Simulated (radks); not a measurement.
All-electron atom: Mo XX in [Ar] 3d5.

All-electron calculation, non-relativistic Kohn-Sham, r2SCAN, spin-polarised, spherical densities, point nucleus; open shells are filled with parallel spins first (spin-orbit coupling, left out, can overturn this in heavy ions); meta-GGA in the generalised Kohn-Sham scheme; relativity is left out, which matters for an element this heavy. Program: a radial shooting solver on a logarithmic mesh with Libxc functionals.

Energy parts (hartree):
| part | energy |
|---|---|
| total | -3790.09429 |
| kinetic | 3789.02528 |
| electron-nucleus | -8470.40112 |
| Hartree | 992.44932 |
| exchange-correlation | -101.16777 |

Orbitals (lengths in bohr, moments of r in powers of bohr; <r^-3> diverges for s and p1/2):
| orbital | occ. | eigenvalue (hartree) | <1/r> | <r^-3> |
|---|---|---|---|---|
| 1s up | 1 | -735.5770 | 41.48 | - |
| 1s down | 1 | -735.5766 | 41.48 | - |
| 2s up | 1 | -123.0377 | 9.389 | - |
| 2s down | 1 | -122.4683 | 9.420 | - |
| 2p up | 3 | -115.1621 | 9.359 | 2312 |
| 2p down | 3 | -114.7549 | 9.386 | 2326 |
| 3s up | 1 | -37.77544 | 3.490 | - |
| 3s down | 1 | -37.18226 | 3.451 | - |
| 3p up | 3 | -34.80430 | 3.414 | 451.4 |
| 3p down | 3 | -34.16153 | 3.374 | 438.0 |
| 3d up | 5 | -29.68180 | 3.275 | 70.13 |
| 3d down | 0 | -28.88745 | 3.245 | 68.91 |

The highest occupied level is 3d up at -807.68 eV. Spin moment in Bohr magnetons: 5. Summed over all electrons, <r^2> = 2.507 bohr^2, which gives a Langevin (diamagnetic) susceptibility term of -1.99 x 10^-6 cm^3/mol. For comparison, the ionisation energy in NIST's Atomic Spectra Database is 829 eV (theoretical). In exact Kohn-Sham theory the highest level is minus the ionisation energy, but local and semilocal functionals leave it too shallow, through self-interaction and a potential that decays too fast; potentials with the right tail come closer.
